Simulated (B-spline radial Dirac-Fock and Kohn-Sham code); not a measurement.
# Form factor and incoherent scattering function of Mg⁶⁺

System: magnesium as Mg⁶⁺ in the configuration [He] 2s2 2p2.

Calculated with a radial finite-basis atomic code, using configuration-average Dirac-Fock orbitals. f₀ is the Fourier transform of the spherical electron density, S the Waller-Hartree incoherent function, and s = sin θ/λ. The electron scattering factor follows from the Mott-Bethe formula f_e = 0.023934 Å⁻¹·(Z − f₀)/s².

```csv
s (Å⁻¹),f₀,S,f_e (Å)
0,6.000,0.000,–
0.05,5.970,0.044,57.730
0.1,5.881,0.174,14.646
0.15,5.737,0.380,6.662
0.2,5.545,0.648,3.862
0.25,5.313,0.963,2.561
0.3,5.050,1.305,1.848
0.35,4.766,1.659,1.413
0.4,4.471,2.009,1.126
0.45,4.173,2.344,0.925
0.5,3.880,2.654,0.777
0.6,3.332,3.187,0.576
0.7,2.860,3.597,0.446
0.8,2.475,3.902,0.356
0.9,2.174,4.129,0.290
1,1.944,4.301,0.241
1.1,1.772,4.440,0.202
1.2,1.643,4.557,0.172
1.4,1.465,4.758,0.129
1.6,1.343,4.937,0.100
1.8,1.242,5.100,0.079
2,1.147,5.247,0.065
2.5,0.917,5.541,0.042
3,0.711,5.732,0.030
3.5,0.542,5.847,0.022
4,0.412,5.913,0.017
5,0.240,5.971,0.011
6,0.145,5.989,0.008
```

f₀ starts at the number of electrons, 6, and has fallen to half at s ≈ 0.67 Å⁻¹. The sum of ⟨r²⟩ over the electrons is 1.642 bohr². For an ion f_e diverges as s goes to zero, because of the net charge.
